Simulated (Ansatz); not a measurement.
Consider the ligand exchange at the Si–C bond: `FC1([SiH3])C=C1` + `CC(=N)O` → `C/C(O)=N\[SiH3]` + `FC1C=C1`.

Isolated molecules relaxed with PBE0-D4/def2-TZVP in Ansatz; ΔE leaves out vibrations. CCSD(T)/CBS adds triple-zeta CCSD(T) − MP2 to the extrapolated MP2 energy (def2 sets, frozen cores). Each species was taken in one conformer, which may not be the lowest.

| species | CCSD(T)/CBS(def2) energy (Eh) |
| --- | --- |
| `FC1([SiH3])C=C1` | -505.92803 |
| `CC(=N)O` | -208.98810 |
| `C/C(O)=N\[SiH3]` | -499.28482 |
| `FC1C=C1` | -215.65206 |

Problem. Work out ΔE.

Solution. ΔE = (-499.28482) + (-215.65206) − (-505.92803) − (-208.98810) = -0.02075 Eh = -13.0 kcal/mol.

Largest T1 diagnostic among the species: 0.013.

From PBE to PBE0 (25 % exact exchange), in def2-TZVPP and without D4, ΔE moves by −1.0 kcal/mol. In def2-TZVPP, CCSD(T) changes the Hartree–Fock value by +2.9 kcal/mol (the triples alone add +0.3 kcal/mol) and MP2 by +2.1 kcal/mol.
